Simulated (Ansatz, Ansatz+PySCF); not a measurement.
```
atom    x (Å)    y (Å)    z (Å)
   C   0.0000  -0.4477  -0.3818
   C   0.0000  -0.4693   1.2492
   O   0.0000   0.9970  -0.8434
   H  -0.9603  -1.0385  -0.7884
   H   0.9603  -1.0385  -0.7884
   H   0.0000  -1.5841   1.6604
   H   0.9608   0.0891   1.6705
   H  -0.9608   0.0891   1.6705
   H   0.0000   1.0088  -1.8818
```

Basis set: def2-SVP (spherical functions). Frozen core: 3 orbitals. Charge 0, multiplicity 1.

Computed with Ansatz (development build ahead of 0.2.0); each method stands on the lowest determinant of its kind that the runs found. Restricted open shells among the atoms or ions are ROHF, correlated in semicanonical orbitals with singles.

The atomization energy at this shape (free ground-state atoms in the same class of orbitals less the molecule, no zero-point energy) of singlet C2H6O:

| method | atomization energy |
| --- | --- |
| RHF-CCSD(T) | 749.72 kcal/mol |
| RHF | 577.70 kcal/mol |
| UHF | 569.44 kcal/mol |

Task: What does RHF-MP2 give?

Result: 751.90 kcal/mol. Caution: the shape is not the minimum.
